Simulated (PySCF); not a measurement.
Simulated C 1s region for `[CH2]([SiH3])[GeH2][CH]=C`, binding energy against the vacuum level.

Every computed line was given a Gaussian of 0.5 eV full width at half maximum and an area set by the number of equivalent atoms; the highest printed point is 100. Method: PySCF 2.14.0, delta-SCF UKS SCAN, pcX-2 on the ionised atom, pcseg-1 elsewhere, spin-free X2C.

(binding energy (eV), intensity): (289.2, 0), (289.3, 1), (289.4, 2), (289.5, 6), (289.6, 15), (289.7, 31), (289.8, 52), (289.9, 74), (290.0, 91), (290.1, 100), (290.2, 100), (290.3, 92), (290.4, 77), (290.5, 57), (290.6, 36), (290.7, 19), (290.8, 8), (290.9, 3), (291.0, 1), (291.1, 0)

Question: How many maxima does the curve show, and how many computed lines lie under it?

Answer: The curve has 1 maximum (at 290.1 eV). Under it lie 3 lines from 3 inequivalent carbon sites. At this width some lines have no maximum of their own.

Question: Decompose the envelope and assign each component. Numbering: `[CH2:1]=[CH:2][GeH2:3][CH2:4][SiH3:5]`.

Answer: 
```tsv
position (eV)	relative area	line	atoms	environment
289.93	1	C 1s	C4	sp3 carbon bound to silicon
290.15	1	C 1s	C2	alkene CH carbon
290.40	1	C 1s	C1	terminal =CH2 carbon
```

Question: What are the centre and the root-mean-square width of the whole band?

Answer: The area-weighted mean of the lines is 290.16 eV. Their own spread about it is 0.19 eV (rms) and each Gaussian has σ = 0.5/2.355 = 0.21 eV; the variances add, which gives 0.28 eV.

Lowest listed C 1s: C4, bonded to 2 H, Ge and Si. Highest, 0.47 eV above it: C1, bonded to C (double bond) and 2 H. Summing the Pauling electronegativity differences to the bonded atoms, each weighted by its formal bond order, gives -1.89 for the lowest site and -0.70 for the highest; no listed site has a larger sum than the highest.

Shake-up satellites, vibrational structure and lifetime widths aren't simulated. The structure is a single PBE0-D3(BJ)/def2-SVP conformer in the gas phase; no vibrational or solvent corrections.

Shape of the structure used: `[CH2:1]=[CH:2][GeH2:3][CH2:4][SiH3:5]`: C1–C2–Ge3–C4 3°, C2–Ge3–C4–Si5 179°.
